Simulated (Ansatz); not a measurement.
B8N. The state is a doublet with charge 0. Geometry PBE0-D4/def2-SVP, that of the charge +1 singlet; atoms count from 1.

```xyz
9

N     1.623   -1.285    1.430
B     1.691   -0.802    0.188
B     0.344   -0.943    1.591
B     0.049    1.025   -1.766
B    -1.855    0.826    0.217
B    -1.026   -0.187    1.126
B    -1.384    1.345   -1.194
B     1.091    0.033   -1.079
B    -0.533   -0.012   -0.513
```

The structure comes from a short search, and lower isomers may exist.

Problem. Estimate the Mulliken populations from the PBE0/def2-TZVP orbitals of Ansatz.

Solution. 
| atom | charge (e) | spin (α − β) |
| --- | --- | --- |
| N1 | 0.07 | -0.02 |
| B2 | 0.01 | 0.08 |
| B3 | 0.01 | 0.08 |
| B4 | 0.01 | 0.17 |
| B5 | 0.01 | 0.17 |
| B6 | -0.05 | 0.38 |
| B7 | 0.00 | -0.11 |
| B8 | -0.05 | 0.38 |
| B9 | 0.00 | -0.11 |
Mulliken values depend strongly on the basis.

Problem. Where does the spin sit?

Solution. Summed by element: N -0.02, B 1.02, of 1 unpaired in all. Largest on single atoms: B6 0.38, B8 0.38, B4 0.17.

Problem. And the Mayer bond orders between heavy atoms (over 0.3)?

Solution. N1–B2 1.59 (1.33 Å); N1–B3 1.59 (1.33 Å); B2–B3 0.35 (1.95 Å); B2–B8 1.16 (1.63 Å); B3–B6 1.16 (1.63 Å); B4–B7 1.21 (1.58 Å); B4–B8 1.27 (1.59 Å); B4–B9 0.60 (1.73 Å); B5–B6 1.27 (1.59 Å); B5–B7 1.21 (1.58 Å); B5–B9 0.60 (1.73 Å); B6–B9 0.67 (1.72 Å); B7–B9 0.66 (1.74 Å); B8–B9 0.67 (1.72 Å).
